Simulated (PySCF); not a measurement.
Löwdin shares of the frontier orbitals

Compound: C3H6OSi.
Numbering: `[CH:1]1=[CH:2][O:3][SiH2:4][CH2:5]1` (hydrogens: H6 on C1; H7 on C2; H8, H9 on Si4; H10, H11 on C5)

Geometry (GFN2-xTB, Å), atoms numbered from 1 in this order:
```xyz
11
C3H6OSi angstrom
C     -1.224    0.138   -0.069
C     -0.621    1.153   -0.663
O      0.747    1.170   -0.687
Si     1.402   -0.145    0.067
C     -0.301   -0.892    0.517
H     -2.293    0.040   -0.001
H     -1.080    1.999   -1.147
H      2.185    0.318    1.207
H      2.161   -0.911   -0.915
H     -0.493   -1.871    0.077
H     -0.477   -0.995    1.589
```

Level of theory: PySCF, TDDFT CAM-B3LYP/def2-SVPD, vertical, gas phase, core orbitals frozen in the response.

Kohn–Sham orbitals with the atoms that hold most of them (Löwdin shares over 4%, at most four atoms; ? is withheld):

```
orbital  ε (eV)                            atoms
 HOMO-3  -11.37  O3 48%, C2 13%, C1 11%, Si4 10%
 HOMO-2  -11.13  Si4 32%, H9 20%, H8 20%, O3 11%
 HOMO-1  -10.16                                ?
   HOMO       ?                                ?
   LUMO    1.12  Si4 38%, O3 12%, H9 12%, H8 12%
 LUMO+1    1.27   Si4 37%, C5 13%, C1 9%, H10 8%
 LUMO+2    1.82    C2 32%, C1 25%, O3 10%, C5 8%
```

(1) Give the leading atoms of the HOMO.

(2) Give the leading atoms of the HOMO-1.

(3) What is the HOMO energy, and the HOMO–LUMO gap?

Answers

(1) C1 (bonded to 2 C and H) 32%; C2 (bonded to C, O and H) 24%; O3 (bonded to C and Si) 23%; C5 (bonded to C, Si and 2 H) 6%. By element: carbon 63%, oxygen 23%.

(2) C5 (bonded to C, Si and 2 H) 37%; Si4 (bonded to C, O and 2 H) 22%; O3 (bonded to C and Si) 14%; C1 (bonded to 2 C and H) 8%. By element: carbon 46% or more, silicon 22%, oxygen 14%.

(3) ε(HOMO) = -7.86 eV; the gap is 8.97 eV (0.3298 hartree).

Q: The HOMO–LUMO gap is 8.97 eV. Where does the response calculation put the lowest singlet, and from which orbitals?

A: S1 is at 5.85 eV (f = 0.0063), 3.12 eV below the gap, made of HOMO→LUMO (88%), HOMO→LUMO+1 (9%). 

Q: One configuration dominates each of S1, S2 and S7. Which, and how do the shares of the two leading atoms of either orbital change from the occupied to the empty one?

A: 
- S1 (5.85 eV, f 0.0063), HOMO→LUMO (88%): C1 32% → at most 13%, C2 24% → at most 13%, Si4 at most 7% → 38%, O3 23% → 12%
- S2 (6.26 eV, f 0.0071), HOMO→LUMO+1 (80%): C1 32% → 9%, C2 24% → at most 8%, Si4 at most 7% → 37%, C5 6% → 13%
- S7 (7.79 eV, f 0.038), HOMO-1→LUMO (87%): C5 37% → at most 13%, Si4 22% → 38%, O3 14% → 12%

Time: 19 s; peak memory 0.68 GiB. Hardware: Arm Neoverse V1, one thread (shared host).
